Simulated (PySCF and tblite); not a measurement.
Results of a calculation; reference values are marked as such.
Barrier and rate of a rotation

System: C5H8BF2NO, numbered as in [BH2:1][N:2]1[CH:3]=[C:4]([O:5][CH:6]([F:7])[F:8])[CH2:9][CH2:10]1.

Motion: rotation about the B1–N2 bond (torsion H–B1–N2–C3 from 180° to 360°, rising). Level: CAM-B3LYP/pcSseg-1 + D3(BJ) on GFN2-xTB stationary points, with GFN2-xTB thermal terms. Rate constants are transition-state-theory values, counting equivalent paths, without tunnelling. Shieldings: GIAO at the same DFT level; methyl-like tops are averaged, other torsions stay as in the two minima; line shapes leave out couplings; of unlike H on one atom, [a] is the less shielded. (PySCF 2.14 with density fitting, tblite 0.8.)

```csv
point,symmetry,E(GFN2) kcal/mol,E(DFT) kcal/mol,ZPE change kcal/mol,lowest mode cm⁻¹,dipole D
start,C1,0.0,0.0,0.00,52,2.24
saddle,C1,28.8,36.8,-1.97,782i,3.30
end,C1,0.0,0.0,0.00,52,2.24
```

| Property | Result |
| --- | --- |
| Electronic barrier | 36.8 kcal/mol |
| Barrier with zero-point energy | 34.9 kcal/mol |
| ΔH‡ (298 K) | 35.0 kcal/mol |
| ΔS‡ (298 K, symmetry apart) | 1.4 cal/(mol K) |
| Paths | 2 equivalent paths |
| End point | the same structure with atoms interchanged, or its mirror image |
| Mean lifetime of the start against this motion at 298 K | 5.4×10⁴ years |
| Cost | 100 s on 1 thread of Arm Neoverse V2 (shared host) (rough), peak memory 1.1 GiB, launched as `OMP_NUM_THREADS=1 python ens_run.py task.json out` |

```csv
T/K,ΔG‡ kcal/mol,k s⁻¹
200,34.7,1.1×10⁻²⁵
250,34.6,5.8×10⁻¹⁸
298,34.5,5.9×10⁻¹³
350,34.5,4.3×10⁻⁹
400,34.4,2.6×10⁻⁶
500,34.3,0.021
```

ΔG and ΔG‡ leave out symmetry numbers and mirror images; rates count paths: 2 out.

Sites that the motion interchanges:

```
nucleus         site   ppm          scale
     ¹H  H on B1 [b]  4.73  δ against TMS
     ¹H  H on B1 [a]  4.82  δ against TMS
```

```tsv
nucleus	sites	¹H MHz	spread Hz	coalescence K	k there s⁻¹
¹H	H on B1 [b] / H on B1 [a]	100	9	616	18
¹H	H on B1 [b] / H on B1 [a]	800	70	665	156
¹H	H on B1 [b] / H on B1 [a]	900	79	668	175
```

Coalescence temperatures outside 150 to 500 K extrapolate the thermal terms and ignore freezing or boiling of a solvent.
